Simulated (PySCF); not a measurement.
B3LYP has the VWN-RPA correlation part, as in Gaussian. Delta-SCF ions had no search for a lower state. Excitations are Tamm–Dancoff values on a coarser integration grid. The basis has no diffuse functions, so Rydberg states are missing or too high.

**C2H6OSi, SMILES `C=C[SiH2]O` (C–C–Si–O torsion -7°, C–Si–O–H torsion -69°) (charge 0, multiplicity 1)**

Method: B3LYP-D3(BJ)/def2-TZVP (PySCF).

* **HOMO**: -7.73 eV
* **dipole moment**: 1.63 D
* **LUMO**: -0.70 eV
* **HOMO–LUMO gap**: 7.03 eV
* **S1 excitation (TDA)**: 6.41 eV
* **S1 oscillator strength**: 0.006
* **brightest of the four lowest singlets (TDA)**: 7.21 eV
* **T1 excitation (TDA)**: 4.31 eV
* **S1–T1 gap (TDA)**: 2.09 eV
* **vertical ionisation energy (Delta-SCF)**: 10.09 eV
* **total energy**: -444.6717 Ha
* **cost**: roughly 40 core-seconds

```xyz
10

C      1.5710     0.1334    -0.4691
C      0.7667     0.1177     0.5922
Si    -1.0562    -0.2407     0.4966
O     -1.5712    -0.3471    -1.0714
H      2.6313     0.3497    -0.3925
H      1.1988    -0.0787    -1.4661
H      1.2010     0.3322     1.5676
H     -1.7863     0.8256     1.2308
H     -1.3730    -1.5492     1.1077
H     -1.5822     0.4571    -1.5959
```
Charge 0, spin multiplicity 1.
